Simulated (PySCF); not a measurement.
PySCF input for C4H6F2, SMILES C(C)(=C)C(F)F, PBE-D3(BJ)/def2-SVP. Coordinates come from a PBE-D3(BJ)/def2-SVP optimisation. The values are those of a single conformer.

```python
import numpy as np
from pyscf import gto, scf, dft, df
from pyscf.hessian import thermo

mol = gto.M(
    atom='''
    C     1.64302022    0.74213981   -0.26895447
    C     0.32518873    0.68086149   -0.00587771
    C    -0.62023547    1.84631115   -0.07941835
    C    -0.31235962   -0.62647923    0.40767266
    F    -1.36810541   -0.91260467   -0.42923917
    F     0.56343895   -1.67120138    0.34962212
    H     2.11860443    1.69128187   -0.56094582
    H     2.27567107   -0.15439445   -0.19989154
    H    -1.41233119    1.65475762   -0.83269032
    H    -0.09151692    2.78011699   -0.34741376
    H    -1.13995506    2.00541060    0.89039359
    H    -0.72215736   -0.57991750    1.44656844
    ''',
    basis='def2-SVP',
    charge=0,
    spin=0,
    max_memory=1600,
    verbose=3,
)
mf = dft.RKS(mol, xc='pbe').density_fit(auxbasis='def2-universal-jkfit')
mf.disp = 'd3bj'
mf.grids.level = 3
mf.conv_tol = 1e-11
mf.max_cycle = 100
mf.kernel()

# [left out here: the lines that compute and print the analytic Hessian (its translational invariance restored by hand, since the grid's response is missing), thermochemistry and intensities]
```

It prints:

```
converged SCF energy = -355.04190320129

WARN: DFTD3 does not support analytical Hessian, using finite difference


WARN: Mole.unit (angstrom) is changed to Bohr

Mode                                 0                   1                   2
Irrep
Freq [cm^-1]                       70.6374            180.0051            240.3495
Reduced mass [au]                   4.3900              1.0553              4.2986
Force const [Dyne/A]                0.0129              0.0201              0.1463
Char temp [K]                     101.6315            258.9872            345.8094
Normal mode                   x     y     z       x     y     z       x     y     z
       0   C                 0.03  0.03  0.11    0.00  0.00  0.05   -0.02 -0.04  0.05
       1   C                 0.01 -0.00  0.00   -0.01  0.00 -0.00   -0.04  0.01 -0.03
       2   C                -0.02 -0.03 -0.11    0.01  0.01 -0.01    0.07  0.11  0.00
       3   C                 0.03 -0.01  0.01   -0.01 -0.00 -0.01   -0.04 -0.00 -0.03
       4   F                -0.05  0.03  0.10   -0.00 -0.01 -0.01   -0.04 -0.13  0.03
       5   F                 0.01 -0.02 -0.10    0.00  0.00 -0.02    0.04  0.06 -0.03
       6   H                 0.03  0.04  0.13    0.01  0.00  0.05    0.04 -0.05  0.12
       7   H                 0.06  0.05  0.18    0.01  0.01  0.10   -0.07 -0.08  0.05
       8   H                 0.07 -0.07 -0.19   -0.32 -0.21  0.39    0.08  0.27 -0.04
       9   H                -0.02 -0.02 -0.07   -0.07 -0.10 -0.54    0.20  0.07  0.09
      10   H                -0.12 -0.04 -0.17    0.42  0.36  0.16    0.05  0.11 -0.00
      11   H                 0.12 -0.04  0.05   -0.00 -0.02 -0.01   -0.01  0.00 -0.02
Mode                                 3                   4                   5
Irrep
Freq [cm^-1]                      305.2622            371.3757            483.1276
Reduced mass [au]                   3.6702              2.8189              4.0332
Force const [Dyne/A]                0.2015              0.2291              0.5547
Char temp [K]                     439.2043            534.3270            695.1130
Normal mode                   x     y     z       x     y     z       x     y     z
       0   C                -0.07 -0.12 -0.02    0.05 -0.11  0.03    0.00  0.04 -0.02
       1   C                -0.04  0.01  0.12    0.02 -0.00 -0.08    0.02 -0.09  0.04
       2   C                -0.02  0.01 -0.04   -0.06 -0.08  0.04    0.08 -0.08  0.00
       3   C                -0.01 -0.01  0.07   -0.00  0.05 -0.04   -0.06 -0.04 -0.01
       4   F                 0.04  0.05 -0.02   -0.03  0.02  0.00   -0.10  0.03 -0.03
       5   F                 0.06  0.05 -0.04    0.03  0.09  0.01    0.07  0.08  0.03
       6   H                -0.01 -0.20 -0.16    0.20 -0.16  0.09   -0.20  0.15 -0.01
       7   H                -0.14 -0.18  0.00   -0.06 -0.19  0.10    0.17  0.16 -0.09
       8   H                 0.04 -0.07 -0.09   -0.11 -0.12  0.10    0.09 -0.08 -0.01
       9   H                 0.02 -0.03 -0.11   -0.22  0.02  0.09    0.13 -0.12 -0.02
      10   H                -0.10  0.13 -0.10   -0.01 -0.25  0.10    0.06 -0.03 -0.02
      11   H                -0.05 -0.17  0.06    0.01  0.12 -0.04   -0.11 -0.08 -0.03
Mode                                 6                   7                   8
Irrep
Freq [cm^-1]                      503.2469            608.4137            707.0712
Reduced mass [au]                   4.8287              2.5670              1.3881
Force const [Dyne/A]                0.7205              0.5598              0.4089
Char temp [K]                     724.0602            875.3718           1017.3180
Normal mode                   x     y     z       x     y     z       x     y     z
       0   C                -0.07 -0.02  0.03    0.03 -0.00 -0.02    0.06  0.01 -0.01
       1   C                -0.08 -0.04 -0.11    0.04  0.07  0.07    0.05  0.05  0.03
       2   C                -0.01  0.04 -0.01   -0.04  0.06  0.00   -0.03  0.05 -0.01
       3   C                 0.04 -0.05 -0.02    0.02 -0.03 -0.08   -0.02 -0.03  0.01
       4   F                -0.01  0.10 -0.00   -0.09  0.00 -0.01   -0.06 -0.02 -0.03
       5   F                 0.09 -0.06  0.05    0.06 -0.06  0.05    0.03 -0.03  0.01
       6   H                -0.05 -0.02  0.04    0.19 -0.01  0.22    0.03 -0.14 -0.58
       7   H                -0.06  0.00  0.16   -0.13 -0.14 -0.32    0.12  0.09  0.49
       8   H                -0.10  0.26  0.03    0.06 -0.15 -0.05   -0.08  0.07  0.04
       9   H                 0.11 -0.01  0.08   -0.12  0.07 -0.13   -0.11  0.12  0.09
      10   H                 0.09  0.01  0.06   -0.16  0.15 -0.08    0.03 -0.07  0.05
      11   H                 0.08 -0.06 -0.01    0.02 -0.03 -0.08   -0.08 -0.13 -0.01
Mode                                 9                  10                  11
Irrep
Freq [cm^-1]                      880.2080            905.1917            938.6406
[...]
Reduced mass [au]                   1.2095              1.7077              1.3333
Force const [Dyne/A]                1.2663              1.8732              1.4726
Char temp [K]                    1917.9432           1963.1759           1969.9577
Normal mode                   x     y     z       x     y     z       x     y     z
       0   C                -0.01  0.00  0.00   -0.02 -0.03  0.01   -0.01  0.01  0.00
       1   C                -0.03 -0.00  0.02   -0.05  0.11 -0.01   -0.07 -0.06  0.02
       2   C                -0.06  0.08 -0.02    0.06 -0.07  0.01    0.04  0.01 -0.00
       3   C                -0.03 -0.05  0.00    0.01 -0.11  0.02    0.01  0.11 -0.02
       4   F                 0.01  0.01 -0.00    0.00  0.01  0.00   -0.00 -0.01  0.00
       5   F                 0.01  0.00 -0.00    0.00  0.00 -0.01    0.00 -0.01  0.01
       6   H                 0.25 -0.13 -0.04    0.16 -0.12 -0.01    0.45 -0.22 -0.03
       7   H                 0.22  0.15 -0.07    0.31  0.19 -0.10    0.33  0.24 -0.12
       8   H                 0.15 -0.43 -0.09   -0.10  0.20  0.09   -0.17  0.05  0.20
       9   H                 0.36 -0.15  0.05   -0.13  0.03 -0.00    0.02 -0.02 -0.08
      10   H                 0.22 -0.29  0.19   -0.13  0.13 -0.12   -0.24 -0.12 -0.13
      11   H                 0.10  0.33  0.04   -0.20  0.44 -0.08    0.06 -0.35  0.01
Mode                                21                  22                  23
Irrep
Freq [cm^-1]                     1396.5058           1413.2950           1692.2793
Reduced mass [au]                   1.0460              1.0755              6.4007
Force const [Dyne/A]                1.2019              1.2657             10.7999
Char temp [K]                    2009.2609           2033.4168           2434.8131
Normal mode                   x     y     z       x     y     z       x     y     z
       0   C                -0.00  0.00 -0.00    0.04 -0.01 -0.01   -0.17 -0.01  0.03
       1   C                 0.01  0.00  0.02    0.02  0.03 -0.01    0.21  0.01 -0.04
       2   C                -0.00  0.02  0.05    0.02  0.04 -0.01   -0.02  0.01  0.00
       3   C                 0.00 -0.01  0.00   -0.01 -0.03  0.00   -0.02 -0.01  0.01
       4   F                -0.00  0.00 -0.00    0.00  0.00  0.00   -0.00 -0.00 -0.00
       5   F                 0.00  0.00 -0.00   -0.00  0.00 -0.00    0.00  0.00 -0.00
       6   H                -0.03  0.01 -0.00   -0.22  0.13  0.01    0.06 -0.16  0.02
       7   H                -0.03 -0.02  0.01   -0.15 -0.13  0.06    0.04  0.17 -0.04
       8   H                 0.10  0.41 -0.18   -0.36 -0.12  0.42   -0.05  0.03  0.03
       9   H                -0.07 -0.15 -0.66    0.40 -0.19 -0.01    0.07 -0.04 -0.00
      10   H                -0.04 -0.51  0.10   -0.45 -0.24 -0.21   -0.06  0.02 -0.02
      11   H                 0.01  0.08  0.00   -0.01  0.09  0.00    0.00 -0.06  0.02
Mode                                24                  25                  26
Irrep
Freq [cm^-1]                     2935.8605           2964.0115           3037.9060
Reduced mass [au]                   1.0853              1.0398              1.0988
Force const [Dyne/A]                5.5114              5.3824              5.9747
Char temp [K]                    4224.0496           4264.5526           4370.8704
Normal mode                   x     y     z       x     y     z       x     y     z
       0   C                 0.00  0.00 -0.00   -0.00  0.00 -0.00   -0.00 -0.00 -0.00
       1   C                 0.00 -0.00 -0.00   -0.00  0.00 -0.00    0.00  0.00 -0.00
       2   C                -0.00  0.00  0.00    0.04 -0.03 -0.01   -0.01 -0.01 -0.09
       3   C                 0.03 -0.00 -0.07    0.00  0.00 -0.00   -0.00 -0.00 -0.00
       4   F                -0.00  0.00 -0.00   -0.00  0.00 -0.00    0.00 -0.00  0.00
       5   F                 0.00 -0.00  0.00   -0.00 -0.00  0.00   -0.00  0.00  0.00
       6   H                -0.00 -0.01  0.00   -0.00 -0.01  0.00    0.00  0.01 -0.00
       7   H                -0.00  0.00  0.00   -0.00  0.01 -0.00    0.00 -0.00  0.00
       8   H                 0.02  0.00  0.02   -0.36 -0.10 -0.36    0.52  0.13  0.48
       9   H                -0.01 -0.02  0.01    0.20  0.34 -0.10   -0.08 -0.14  0.03
      10   H                 0.02 -0.00 -0.05   -0.33  0.10  0.63   -0.29  0.08  0.52
      11   H                -0.35  0.03  0.89   -0.02  0.00  0.06   -0.00 -0.00  0.01
Mode                                27                  28                  29
Irrep
Freq [cm^-1]                     3086.3738           3086.8675           3190.9099
Reduced mass [au]                   1.0659              1.0986              1.1172
Force const [Dyne/A]                5.9825              6.1679              6.7020
Char temp [K]                    4440.6047           4441.3150           4591.0090
Normal mode                   x     y     z       x     y     z       x     y     z
       0   C                 0.06  0.01 -0.01   -0.02 -0.00  0.00    0.01 -0.09  0.02
       1   C                -0.01  0.00  0.00    0.00  0.00 -0.00   -0.00 -0.00  0.00
       2   C                -0.02 -0.02  0.00   -0.06 -0.06  0.01   -0.00 -0.00 -0.00
       3   C                -0.00 -0.00  0.00   -0.00  0.00 -0.00    0.00 -0.00 -0.00
       4   F                 0.00  0.00  0.00    0.00 -0.00  0.00   -0.00  0.00 -0.00
       5   F                -0.00 -0.00  0.00    0.00  0.00 -0.00   -0.00  0.00  0.00
       6   H                -0.30 -0.62  0.19    0.10  0.20 -0.06    0.26  0.51 -0.16
       7   H                -0.33  0.48 -0.04    0.11 -0.16  0.01   -0.43  0.59 -0.04
       8   H                 0.09  0.02  0.09    0.24  0.05  0.24    0.00  0.00  0.00
       9   H                 0.13  0.22 -0.06    0.39  0.68 -0.20    0.00  0.01 -0.00
      10   H                 0.03 -0.01 -0.06    0.08 -0.04 -0.17    0.00  0.00 -0.00
      11   H                 0.00  0.00 -0.01   -0.00  0.00  0.00    0.00  0.00  0.00
temperature 298.1500 [K]
pressure 101325.00 [Pa]
Rotational constants [GHz] 4.84323 3.20771 2.10481
Symmetry number 1
Zero-point energy (ZPE) 0.09066 [Eh]   238039.706 [J/mol]
                           tot       elec      trans        rot        vib
Entropy [J/mol/K]       334.163      0.000    165.152    111.664     57.347
Cv [J/mol/K]             95.724      0.000     12.472     12.472     70.781
Cp [J/mol/K]            104.039      0.000     20.786     12.472     70.781
Internal energy [J/mol]                      3718.434   3718.434 247791.659
Internal energy [Eh]   -354.94469  -355.04190
Enthalpy [J/mol]                             6197.391   3718.434 247791.659
Enthalpy [Eh]          -354.94375
Gibbs free energy [J/mol]                  -43042.738 -29574.309 230693.776
Gibbs free energy [Eh] -354.98169
mode   freq/cm-1   IR/(km/mol)
   1       70.64         0.281
   2      180.01         0.758
   3      240.35         0.962
   4      305.26         4.238
   5      371.38         0.332
   6      483.13         5.307
   7      503.25         1.195
   8      608.41         8.303
   9      707.07         1.436
  10      880.21        22.522
  11      905.19        28.145
  12      938.64        12.306
  13      967.85        12.224
  14     1020.44         2.796
  15     1070.09       152.549
  16     1115.12       110.857
  17     1236.83         0.882
  18     1322.56        29.174
  19     1333.04        13.465
  20     1364.48         8.947
  21     1369.19        29.461
  22     1396.51         9.838
  23     1413.29        27.858
  24     1692.28         5.573
  25     2935.86        52.551
  26     2964.01        16.361
  27     3037.91         7.776
  28     3086.37         0.878
  29     3086.87        10.129
  30     3190.91         1.761
max |gradient| / (hartree/bohr): 0.00012562531179317185
APT charges: [-1.1830e-01 -2.2400e-02 -1.3200e-02  1.1001e+00 -5.1530e-01 -4.8700e-01
  3.8000e-02  6.5400e-02  2.4300e-02  8.1000e-03  7.0000e-04 -8.0100e-02]
```

The calculation finished and met its thresholds.
